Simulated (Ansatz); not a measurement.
1-butyl-3-methylimidazolium chloride (C₈H₁₅ClN₂). Total charge 0; singlet. Geometry PBE-D4/def2-SVP, basis def2-TZVP, Ansatz.

| run | HOMO (eV) | LUMO (eV) |
| --- | --- | --- |
| A | -4.69 | -1.01 |
| B | -8.08 | 3.17 |
| C | -4.88 | -0.83 |
| D | -5.72 | -0.12 |

Problem. The runs used HF, PBE, PBE0, r2SCAN. Estimate which is which.

Solution. A PBE (0 % exact exchange); B HF (100 % exact exchange); C r2SCAN (0 % exact exchange); D PBE0 (25 % exact exchange). Exact exchange lowers occupied and raises empty levels; among semilocal functionals meta-GGAs tend to open the gap a little, and such runs are hard to tell apart. The gap grows from 3.68 eV (PBE) to 11.25 eV (HF).
